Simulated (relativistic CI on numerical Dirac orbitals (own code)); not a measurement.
Hg⁷⁶⁺: sensitivity of the levels to the model

Base calculation: Dirac-Coulomb-Breit CI, separate exchange-only KLI orbitals for each configuration, model QED, unscaled Slater integrals.

CI space (outside the closed core 1s2): 2s2, 2s 2p, 2p2, 2p 3s, 2p 3p, 2s 3s, 2s 3p, 2s 3d, 2s 4s, 2s 4p, 2s 4d, 2s 4f, 2s 5s, 3s2, 2s 5p, 2s 5d, 2s 5f, 2s 5g, 3s 3p, 3p2. Levels of other configurations are missing.

The lowest level and the first level of each name with at least 55 % of one term (blank where a level has no safe partner in the second run):

| Level | Base (eV) | Shift (eV) |
| --- | --- | --- |
| 2s2 1S_0 | 0.0 | 0.0 |
| 2s 2p 3P°_0 | 199.8 | +23.8 |
| 2s 2p 3P°_1 | 236.4 | +23.8 |
| 2p2 3P_0 | 556.7 | +47.7 |
| 2s 2p 3P°_2 | 2319.2 | +22.3 |
| 2s 2p 1P°_1 | 2420.1 | +22.3 |
| 2p2 3P_1 | 2627.1 | +46.9 |
| 2p2 1D_2 | 2645.1 | +46.9 |
| 2p2 3P_2 | 4761.3 | +45.4 |
| 2p2 1S_0 | 4837.5 | +45.4 |
| 2s 3s 3S_1 | 13187.8 | +19.1 |
| 2s 3s 1S_0 | 13227.2 | +19.4 |
| 2s 3p 3P°_1 | 13279.9 | +26.4 |
| 2s 3p 3P°_0 | 13280.3 | +26.3 |
| 2p 3s 3P°_0 | 13433.2 | +43.8 |
| 2p 3s 3P°_1 | 13435.8 | +43.6 |
| 2p 3p 3D_1 | 13488.4 | +51.0 |
| 2p 3p 3P_0 | 13551.3 | +50.7 |
| 2s 3p 3P°_2 | 13907.2 | +25.8 |
| 2s 3p 1P°_1 | 13915.4 | +25.9 |
| 2s 3d 3D_1 | 13943.6 | +27.3 |
| 2s 3d 3D_2 | 13949.3 | +27.3 |

At this charge energies of transitions that change n are usually good to better than 1 %, and those within a shell (Δn = 0) to a few per cent.

Problem. One thing was changed in a second run, which moved the levels as shown. Which?
A. QED terms removed
B. configuration mixing switched off
C. Breit term removed

Solution. A. QED terms removed. QED shifts follow the density of s (and p1/2) electrons at the nucleus, so configurations move by their count of such electrons; where none moves, the smaller shifts of p3/2 electrons and of j = l + 1/2 against j = l − 1/2 set the pattern.

LS names give the leading component of a level, which can be under half, so a name can repeat, a term be missing and a line seem to break the LS rules.
